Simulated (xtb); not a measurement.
xtb input (GFN2-xTB):

```bash
xtb mol.xyz --gfn 2 --ohess tight --chrg -1 --uhf 0
```
mol.xyz:
```
11

N      1.44119262    -0.20800910     0.96843968
Si     0.03549269     0.13983941    -0.09414779
N     -0.47590948    -1.56901964    -0.65504324
N     -1.23997800     0.49919481     1.07962034
O      0.29713337     1.18597398    -1.27058702
H      1.78563441    -1.16353520     0.86422047
H      2.14685239     0.40746488     0.72947400
H     -1.37447022    -1.76389225    -0.38394464
H     -0.36312240    -1.61432237    -1.65221319
H     -1.78139374     1.30838381     0.70569079
H     -0.87563349     0.70702099     1.95601825
```

End of the output:

```
   temp. (K)  partition function   enthalpy   heat capacity  entropy
                                   cal/mol     cal/K/mol   cal/K/mol   J/K/mol
 298.15  VIB  0.141E+04             3528.283     19.537     22.770
         ROT  0.122E+06              888.752      2.981     26.249
         INT  0.172E+09             4417.036     22.518     49.019
         TR   0.856E+27             1481.254      4.968     39.456
         TOT                        5898.2894    27.4861    88.4750   370.1796

       T/K    H(0)-H(T)+PV         H(T)/Eh          T*S/Eh         G(T)/Eh
   ------------------------------------------------------------------------
    298.15    0.939952E-02    0.896504E-01    0.420373E-01    0.476130E-01
   ------------------------------------------------------------------------

         :::::::::::::::::::::::::::::::::::::::::::::::::::::
         ::                  THERMODYNAMIC                  ::
         :::::::::::::::::::::::::::::::::::::::::::::::::::::
         :: total free energy         -17.853367376302 Eh   ::
         ::.................................................::
         :: total energy              -17.900980383388 Eh   ::
         :: zero point energy           0.080250830151 Eh   ::
         :: G(RRHO) w/o ZPVE           -0.032637823064 Eh   ::
         :: G(RRHO) contrib.            0.047613007087 Eh   ::
         :::::::::::::::::::::::::::::::::::::::::::::::::::::
imag cut-off (cm-1) :    5.00
 found            1  significant imaginary frequency
 writing imag mode distorted coords to xtbhess.xyz
 for further optimization.

optimized geometry written to: xtbopt.xyz

           -------------------------------------------------
          | TOTAL ENERGY              -17.900980383388 Eh   |
          | TOTAL ENTHALPY            -17.811330030712 Eh   |
          | TOTAL FREE ENERGY         -17.853367376302 Eh   |
          | GRADIENT NORM               0.000058657956 Eh/α |
          | HOMO-LUMO GAP               8.542842116729 eV   |
           -------------------------------------------------

------------------------------------------------------------------------
------------------------------------------------------------------------
 total:
 SCF:
 ANC optimizer:
 analytical hessian:
Note: The following floating-point exceptions are signalling: IEEE_UNDERFLOW_FLAG IEEE_DENORMAL
normal termination of xtb
```

It need not be the lowest isomer of its formula. Whether it binds its extra electron was not tested at this geometry.
